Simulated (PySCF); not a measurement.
Identify the unknown among the candidates.

All candidates are C4H9F3Si.

| technique | computed result |
| --- | --- |
| NMR, other nuclei | isotropic shieldings of nuclei other than C and H, by class: 252 (3 F), 407 (1 Si) ppm [GIAO PBE0/pcSseg-1] |
| Dipole | 2.50 D [wB97X-D/def2-SVPD] |
| Rotational structure | rotational constants A, B, C: 2.562, 1.122, 0.935 GHz [GFN2-xTB] |
| UV, first state | lowest singlet excitation: 8.20 eV (151 nm, f = 0.007) [TDDFT wB97X-D/def2-SVPD] |
| 1H NMR | chemical shifts (computed TMS as zero) by class: 3.82 (3 H), 2.37 (1 H), 1.94 (1 H), 1.34 (1 H), 1.21 (3 H) ppm [GIAO PBE0/pcSseg-1] |
| Polarisability | 77.4 au [wB97X-D/def2-SVPD] |
| 13C NMR | chemical shifts (computed TMS as zero) by class: 136.1 (1 C), 45.1 (1 C), 21.2 (1 C), 13.0 (1 C) ppm [GIAO PBE0/pcSseg-1] |

Gas-phase values; electronic properties from PySCF, density fitting. Levels stand in brackets. Geometry: GFN2-xTB, one conformer, isolated molecule. NMR values are class means; diastereotopic atoms form classes of their own.

**Question.** Which candidate is it?
A. `C[C@@](F)(CF)[SiH2]CF`
B. `C[C@@H](CF)C(F)(F)[SiH3]`
C. `C[C@H]([SiH3])CC(F)(F)F`
D. `FCCCC[SiH](F)F`
E. `FC(F)C[C@H](F)C[SiH3]`

**Answer.** C. It is `C[C@H]([SiH3])CC(F)(F)F`. Numbering: `[CH3:1][C@H:2]([SiH3:3])[CH2:4][C:5]([F:6])([F:7])[F:8]`. Its formula, C4H9F3Si, gives 0 degrees of unsaturation, so no ring and no π bond. 4 carbons fall into 4 classes; from least to most shielded: CF3 carbon [C5] (136.1 ppm), chain CH2 carbon [C4] (45.1 ppm), methyl carbon [C1] (21.2 ppm), sp3 carbon bound to silicon [C2] (13.0 ppm). Hydrogen classes from least to most shielded: 3 H on an SiH3 silicon, Si3 (3.82 ppm), 1 H on a chain CH2 carbon, C4 (2.37 ppm), 1 H on a chain CH2 carbon, C4 (1.94 ppm), 1 H on an sp3 carbon bound to silicon, C2 (1.34 ppm), 3 H on a methyl carbon, C1 (1.21 ppm). The other shieldings belong to: 252 ppm, fluorine of a CF3 group [F6/F7/F8]; 407 ppm, SiH3 silicon [Si3]. The optimised geometry has point group C1 and is an asymmetric top.

The others, at the same levels:
- `FC(F)C[C@H](F)C[SiH3]` fails: its computed 13C shifts are 121.5 (1 C), 91.4 (1 C), 49.4 (1 C), 20.2 (1 C) ppm, 1H shifts are 6.42 (1 H), 4.84 (1 H), 3.99 (3 H), 2.11 (1 H), 1.93 (1 H), 1.22 (1 H), 0.78 (1 H) ppm and lowest singlet excitation is 8.56 eV (145 nm, f = 0.055) (against 8.20 eV).
- `C[C@@](F)(CF)[SiH2]CF` fails: its computed 13C shifts are 100.1 (1 C), 94.9 (1 C), 78.5 (1 C), 23.3 (1 C) ppm, 1H shifts are 5.25 (1 H), 5.19 (1 H), 5.04 (1 H), 4.78 (1 H), 4.36 (1 H), 4.18 (1 H), 1.50 (3 H) ppm and lowest singlet excitation is 7.86 eV (158 nm, f = 0.010) (against 8.20 eV).
- `FCCCC[SiH](F)F` fails: its computed 13C shifts are 86.7 (1 C), 39.9 (1 C), 21.2 (1 C), 20.3 (1 C) ppm, 1H shifts are 5.02 (1 H), 4.80 (2 H), 1.54 (2 H), 1.50 (2 H), 0.92 (2 H) ppm and static isotropic polarisability is 72.6 au (against 77.4 au).
- `C[C@@H](CF)C(F)(F)[SiH3]` fails: its computed 13C shifts are 136.3 (1 C), 86.2 (1 C), 48.7 (1 C), 12.9 (1 C) ppm, 1H shifts are 5.07 (1 H), 4.64 (1 H), 3.98 (3 H), 1.99 (1 H), 1.36 (3 H) ppm and rotational constant A is 1.898 GHz (against 2.562 GHz).

Each candidate is one conformer, not necessarily the lowest. The conformers computed, where there is a choice (atom-mapped SMILES and torsion angles):
- `[CH3:1][C@H:2]([SiH3:3])[CH2:4][C:5]([F:6])([F:7])[F:8]`: C1–C2–C4–C5 -177°, C2–C4–C5–F6 -74°
- `[F:1][CH:2]([F:3])[CH2:4][C@H:5]([F:6])[CH2:7][SiH3:8]`: F1–C2–C4–C5 175°, C2–C4–C5–F6 -62°, C4–C5–C7–Si8 175°
- `[CH3:1][C@@:2]([F:3])([CH2:4][F:5])[SiH2:6][CH2:7][F:8]`: C1–C2–C4–F5 156°, C1–C2–Si6–C7 -75°, C2–Si6–C7–F8 47°
- `[F:1][CH2:2][CH2:3][CH2:4][CH2:5][SiH:6]([F:7])[F:8]`: F1–C2–C3–C4 -66°, C2–C3–C4–C5 178°, C3–C4–C5–Si6 179°, C4–C5–Si6–F7 -173°
- `[CH3:1][C@@H:2]([CH2:3][F:4])[C:5]([F:6])([F:7])[SiH3:8]`: C1–C2–C3–F4 60°, C1–C2–C5–F6 169°
